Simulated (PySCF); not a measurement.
Mayer bond orders and bond lengths

C4H11ClO2Si2.
SMILES with atom numbers: `[CH3:1][CH2:2][O:3][C@@H:4]1[CH2:5][SiH2:6][O:7][Si@H:8]1[Cl:9]` (hydrogens: H10, H11, H12 on C1; H13, H14 on C2; H15 on C4; H16, H17 on C5; H18, H19 on Si6; H20 on Si8)

Cartesian coordinates in Å at the GFN2-xTB level; atoms count from 1:
```xyz
20
C4H11ClO2Si2 angstrom
C      3.224    0.223   -0.637
C      1.965   -0.039    0.174
O      0.848    0.362   -0.592
C     -0.385    0.363    0.103
C     -0.920   -1.052    0.414
Si    -2.822   -0.997    0.320
O     -2.988    0.344   -0.623
Si    -1.684    1.254   -0.991
Cl    -2.041    3.124   -0.401
H      3.182   -0.331   -1.571
H      4.100   -0.087   -0.075
H      3.300    1.281   -0.869
H      1.892   -1.107    0.427
H      1.990    0.533    1.115
H     -0.251    0.902    1.058
H     -0.533   -1.421    1.365
H     -0.541   -1.721   -0.362
H     -3.472   -0.698    1.592
H     -3.425   -2.078   -0.445
H     -1.444    1.155   -2.416
```

Bond orders from the PBE0/pcSseg-1 density (PySCF). Isolated species at its GFN2-xTB geometry (one conformer only).

Problem. Where do the orders between heavy atoms depart from those drawn in the SMILES?

Solution. The largest departure is 0.155, at Si8–C4 (drawn single, 0.845). Drawn single, order below 0.88: Si8–C4 (0.845).

Problem. Give the Mayer order of every bond, beside its length.

Solution. 
```json
{"bond": "C1–C2", "drawn as": "single", "length (Å)": "1.520", "Mayer order": "1.075"}
{"bond": "C2–O3", "drawn as": "single", "length (Å)": "1.412", "Mayer order": "0.907"}
{"bond": "O3–C4", "drawn as": "single", "length (Å)": "1.416", "Mayer order": "0.888"}
{"bond": "C4–C5", "drawn as": "single", "length (Å)": "1.544", "Mayer order": "0.996"}
{"bond": "C5–Si6", "drawn as": "single", "length (Å)": "1.906", "Mayer order": "0.901"}
{"bond": "Si6–O7", "drawn as": "single", "length (Å)": "1.648", "Mayer order": "0.906"}
{"bond": "O7–Si8", "drawn as": "single", "length (Å)": "1.631", "Mayer order": "0.979"}
{"bond": "Si8–Cl9", "drawn as": "single", "length (Å)": "1.993", "Mayer order": "1.033"}
{"bond": "Si8–C4", "drawn as": "single", "length (Å)": "1.918", "Mayer order": "0.845"}
{"bond": "C1–H10", "drawn as": "single", "length (Å)": "1.086", "Mayer order": "0.964"}
{"bond": "C1–H11", "drawn as": "single", "length (Å)": "1.087", "Mayer order": "0.960"}
{"bond": "C1–H12", "drawn as": "single", "length (Å)": "1.086", "Mayer order": "0.965"}
{"bond": "C2–H13", "drawn as": "single", "length (Å)": "1.100", "Mayer order": "0.940"}
{"bond": "C2–H14", "drawn as": "single", "length (Å)": "1.102", "Mayer order": "0.939"}
{"bond": "C4–H15", "drawn as": "single", "length (Å)": "1.105", "Mayer order": "0.923"}
{"bond": "C5–H16", "drawn as": "single", "length (Å)": "1.090", "Mayer order": "0.944"}
{"bond": "C5–H17", "drawn as": "single", "length (Å)": "1.093", "Mayer order": "0.932"}
{"bond": "Si6–H18", "drawn as": "single", "length (Å)": "1.459", "Mayer order": "0.932"}
{"bond": "Si6–H19", "drawn as": "single", "length (Å)": "1.455", "Mayer order": "0.937"}
{"bond": "Si8–H20", "drawn as": "single", "length (Å)": "1.449", "Mayer order": "0.924"}
```

By pair of heavy elements: C–C: lowest C4–C5 (0.996, 1.544 Å), highest C1–C2 (1.075, 1.520 Å). C–O: all 2 within 0.02 of one another (0.888 to 0.907). C–Si: lowest Si8–C4 (0.845, 1.918 Å), highest C5–Si6 (0.901, 1.906 Å). O–Si: lowest Si6–O7 (0.906, 1.648 Å), highest O7–Si8 (0.979, 1.631 Å).

Problem. Sum the orders of all bonds at each heavy atom with more than one neighbour and set the sums beside the valence in the SMILES.

Solution. C1 3.964 (drawn 4), C2 3.861 (drawn 4), O3 1.795 (drawn 2), C4 3.652 (drawn 4), C5 3.773 (drawn 4), Si6 3.676 (drawn 4), O7 1.885 (drawn 2), Si8 3.781 (drawn 4). Orders between atoms that aren't bonded are not in these sums.

Mayer orders depend on the basis set.
